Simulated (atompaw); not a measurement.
**O: PAW (atompaw) pseudisation with PBE, non-relativistic reference atom.**

atompaw 4.2.0.5 was run on this input:

```
O 8
GGA-PBE loggrid 1500 logderivrange -4 5 226
2 2 0 0 0 0
2 1 4
0 0 0
c
v
v
1
1.05 1.05 0.95 0.90
y
0.5
n
y
4.45
n
custom rrkj gramschmidtortho besselshape
bessel
1.05
1.05
1.05
1.05
PWSCFOUT
UPFDX 0.0125d0 UPFXMIN -7.d0 UPFZMESH 8.d0
END
```

Command:

```bash
atompaw < O.input > O.log
```

Output (summary file):

```
Completed calculations for O (AE)

 Exchange-correlation type: GGA, Perdew-Burke-Ernzerhof

 Radial integration grid is logarithmic
 r0 =   9.4606701E-04 h =   7.5685361E-03   n =      1500 rmax =   8.0000000E+01

 Non-relativistic calculation

 AEatom converged in  28 iterations
   nz     =   8.00
   delta  =       1.965917492329E-17

 All Electron Orbital energies:
  n  l      occupancy      energy
  1  0      2.0000000E+00 -3.7797288E+01
  2  0      2.0000000E+00 -1.7576956E+00
  2  1      4.0000000E+00 -6.6425525E-01

 Total energy
   Total                    :     -149.89038549254246

 ---
 Completed calculations for O (SC)

 Exchange-correlation type: GGA, Perdew-Burke-Ernzerhof

 Radial integration grid is logarithmic
 r0 =   9.4606701E-04 h =   7.5685361E-03   n =      1500 rmax =   8.0000000E+01

 Non-relativistic calculation

 SCatom converged in   1 iterations
   nz     =   8.00
   delta  =       2.877234932704E-17

 Valence Electron Orbital energies:
  n  l      occupancy      energy
   2  0      2.0000000E+00 -1.7576956E+00
   2  1      4.0000000E+00 -6.6425525E-01

 Total energy
   Total                    :     -149.89038549174566
   Valence                  :      -41.12964098941210

 PAW parameters:
       lmax =            1
         rc =    1.0533104667412487
        irc =          928
   rc_shape =    1.0533104667412487
    rc_vloc =   0.95452083232980400
    rc_core =   0.90521799010107307
   Vloc: truncated form - Vps(r)=A.sin(qr)/r for r<rc
   Projector type: RRKJ pseudization + Gram-Schmidt ortho.
   Bessel compensation charge shape zeroed at rc

 Number of basis functions     4
 No.   n  nodes  l      Energy         Cp coeff         Occ
  1    2    1    0   -0.1757696E+01  0.1000000E+01  0.2000000E+01
  2  999    2    0    0.5000000E+00  0.1661444E-01  0.0000000E+00
  3    2    0    1   -0.6642553E+00  0.1000000E+01  0.4000000E+01
  4  999    1    1    0.4450000E+01  0.4191454E-01  0.0000000E+00

 Eigenvalues of overlap operator (in the basis of projectors):
    1        1.38309475E-03
    2        1.14067080E+00
    3        1.27347599E+00
    4        6.57787367E+00

 Orbital leakage outside PAW augmentation regions
   orb  is_core?  %out_of_sphere
   1 0    T           0.00
   2 0    F          49.82
   2 1    F          53.38

 Summary of PAW energies
   Total valence energy     :    -41.12964136335101
   Smooth energy            :     37.87225400452772
   One center               :    -79.00189536787873
   Smooth kinetic           :     19.30570812077272
   Vloc energy              :      4.74747681358989
   Smooth exch-corr         :     -6.55087699268113
   One-center xc            :     -9.98416014770949
```

The run took about 0.25 s on one core of a shared server CPU.
